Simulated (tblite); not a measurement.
Species: C6H7ClO (charge +1 and doublet state).
Z-matrix (Å and degrees, GFN2-xTB geometry), rows numbered from 1:
```
O 
C   1  1.1761
C   2  1.5752  1  122.54
C   3  1.4709  2  103.10  1   -87.54
C   4  1.3715  3  110.23  2    98.39
Cl  5  1.6747  4  125.36  3  -178.47
C   5  1.4863  4  111.01  3     1.60
C   7  1.5279  5  103.92  4    13.60
H   2  1.0996  1  125.29  3  -178.83
H   3  1.0897  2  107.17  1   150.21
H   4  1.0766  3  123.89  2   -78.57
H   7  1.0989  5  109.11  4  -104.22
H   7  1.0910  5  113.32  4   138.03
H   8  1.0924  3  108.33  2   156.11
H   8  1.0884  3  113.09  2    36.67
```

Method: GFN2-xTB as coded in tblite; computed harmonic values from a numerical Hessian at the method's own geometry, unscaled. Errors from tens to a few hundred cm⁻¹ against measured bands are possible. One conformer, not necessarily the lowest. Open shells enter through the occupations alone, without spin polarisation, and single modes of such species can be off by tens of per cent.

Harmonic wavenumbers (cm⁻¹): 58.5, 113.9, 149.9, 253.6, 301.9, 310.2, 435.8, 465.3, 543.9, 719.8, 747.7, 790.6, 818.2, 858.9, 886.7, 947.8, 969.6, 1008.9, 1053.6, 1067.9, 1090.6, 1133.7, 1150.5, 1186.4, 1231.3, 1247.8, 1268.1, 1292.6, 1361.3, 1423.5, 1455.5, 1848.7, 2835.5, 2892.8, 2975.9, 2989.0, 2990.5, 3032.9, 3123.4.

A = 3443, B = 1099, C = 1041 MHz; mass 130.019 u (most abundant isotopes); point group C1, symmetry number 1; spin multiplicity 2.

Q: What is the zero-point energy?

A: Half the sum of the wavenumbers: 24516 cm⁻¹ = 293.28 kJ/mol.

Q: Entropy at 200 K, 1 bar (ideal gas, RRHO, classical rotation)?

A: Translation 161.26, rotation 115.48, vibration 49.94, spin (R ln 2) 5.76: S = 332.4 J/(mol K).

Q: And Cp and H(200 K) − H(0)?

A: Cp = 92.52 J/(mol K), of which vibrations give 59.26 (their classical limit is 39 R = 324.3); H(200 K) − H(0) = 12.31 kJ/mol without the zero-point energy, 5.66 from vibrations.

Q: What must be added to the electronic energy to get the Gibbs energy at 200 K and 1 bar?

A: ZPE + [H(200 K) − H(0)] − T·S = 293.28 + 12.31 − 66.49 = 239.10 kJ/mol.

Q: Which modes carry the vibrational entropy at 200 K?

A: 58.5 cm⁻¹: 15.57; 113.9 cm⁻¹: 10.20; 149.9 cm⁻¹: 8.08; 253.6 cm⁻¹: 4.38; 301.9 cm⁻¹: 3.33; 310.2 cm⁻¹: 3.18 J/(mol K); the other 33 give 5.20 together.

Q: How do the functions run with temperature in this model?

A: 
```tsv
T (K)	S (J/(mol K))	Cp (J/(mol K))	H − H(0) (kJ/mol)	G − H(0) (kJ/mol)	ln q(vib)
50	243.4	46.1	1.90	-10.26	0.26
100	280.3	62.0	4.61	-23.42	0.96
298.15	375.8	127.5	23.08	-88.96	4.31
373.15	407.3	154.3	33.65	-118.33	5.67
500	458.1	193.0	55.79	-173.26	8.03
750	547.0	244.5	111.03	-299.20	12.72
1000	622.0	276.3	176.41	-445.58	17.18
```

q(vib) and H(0) count from the zero-point level.

Hindered rotation and anharmonicity are outside this model. Other conformers, if any are populated, would add a mixing term that is left out. The structure is chiral; the term R ln 2 for an equal mix with its mirror image is left out.

Time: 0.4 s of wall time. Hardware: an Arm Neoverse V2 with one thread, on a shared host. The figure is for the frequency step alone.
